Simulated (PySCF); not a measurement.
**Orbital picture of HfBr**

B97-3 at R = 2.474 Å; basis Hf def2-TZVPPD with ECP60, Br def2-TZVPPD; scalar-relativistic core potentials; PySCF 2.14. State: ²Δ (doublet), unpaired electrons δ ↑. Only the outer orbitals are listed, counted within each symmetry, core potentials removing the inner ones.

| spin | orbital | occ. | ε (eV) | on Hf (%) | main shells (%) |
| --- | --- | --- | --- | --- | --- |
| α | 9σ | 1 | -21.32 | 6 | 94 Br s |
| α | 10σ | 1 | -10.08 | 22 | 75 Br p, 10 Hf s, 9 Hf d |
| α | 5π | 1 | -8.97 | 10 | 90 Br p |
| α | 5π | 1 | -8.97 | 10 | 90 Br p |
| α | 11σ | 1 | -5.76 | 100 | 77 Hf s, 21 Hf d |
| α | 2δ | 1 | -5.25 | 100 | 100 Hf d |
| α | 6π | 0 | -2.06 | 94 | 84 Hf d, 10 Hf p |
| α | 6π | 0 | -2.06 | 94 | 84 Hf d, 10 Hf p |
| α | 12σ | 0 | -2.01 | 90 | 50 Hf d, 30 Hf p, 11 Hf s |
| β | 9σ | 1 | -21.37 | 5 | 94 Br s |
| β | 10σ | 1 | -10.11 | 22 | 76 Br p, 10 Hf s, 9 Hf d |
| β | 5π | 1 | -8.98 | 8 | 91 Br p |
| β | 5π | 1 | -8.98 | 8 | 91 Br p |
| β | 11σ | 1 | -5.14 | 97 | 81 Hf s, 10 Hf p |
| β | 12σ | 0 | -1.88 | 92 | 60 Hf d, 32 Hf p |
| β | 6π | 0 | -1.84 | 95 | 81 Hf d, 14 Hf p |
| β | 6π | 0 | -1.84 | 95 | 81 Hf d, 14 Hf p |

Question: Which are the highest filled and the lowest empty level, where do they sit, and how wide is the gap?

Answer: Highest filled β 11σ at -5.14 eV (in %: 81 Hf s, 10 Hf p); lowest empty α 6π at -2.06 eV (in %: 84 Hf d, 10 Hf p); the gap at B97-3 is 3.08 eV.

The bond order (Mayer) is 1.32. The ⟨S²⟩ is 0.828, the charge on Hf (Mulliken, basis-dependent) is 0.13 and the charge on Hf (Löwdin, basis-dependent) is 0.05. The dipole moment (positive dipole means Hf(−)Br(+)) is -1.75 D.

Spin–orbit coupling is left out. The state is the lowest single determinant that the PBE0 search found; with open d or f shells the true ground state can be another one.
